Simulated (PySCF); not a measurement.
## Finite-field polarisability of O (oxygen, neutral)

[He] 2s2 2p4, high-spin 3P determinant. Calculation: PySCF 2.14, in aug-cc-pwCVDZ (5s4p2d, 27 functions); the non-relativistic Hamiltonian (point nucleus). Frozen: 1s2. Energy changes in a uniform field (μhartree):

| axis | F (au) | HF | MP2 | CCSD | CCSD(T) |
| --- | --- | --- | --- | --- | --- |
| x | 0.0071 | -100.893 | -104.888 | -105.066 | -105.533 |
| x | 0.0142 | -403.651 | -419.657 | -420.373 | -422.243 |
| y | 0.0066 | -99.293 | -108.420 | -110.966 | -112.034 |
| y | 0.0132 | -397.462 | -434.049 | -444.264 | -448.551 |

By symmetry the remaining axis equals x.

Q: Derive α along x at CCSD(T) from the two fields.

A: With ΔE = −αF²/2 − γF⁴/24, α = −(16 ΔE(F) − ΔE(2F))/(6F²) = 4.187 bohr³.

Q: And the mean polarisability at each level?

A: The components xx, yy, zz at CCSD(T) are 4.187, 5.142, 4.187, the third axis being equal by symmetry to one of the two computed. Means: HF 4.188, MP2 4.433, CCSD 4.477, CCSD(T) 4.505 bohr³. Reference: 5.3 ± 0.2 bohr³ (recommended; Schwerdtfeger and Nagle, table of static dipole polarizabilities (2023 update)).

CCSD(T) lies more than 5 % below the reference, which points to too few diffuse and polarisation functions.

A double-zeta set is small for polarisabilities.
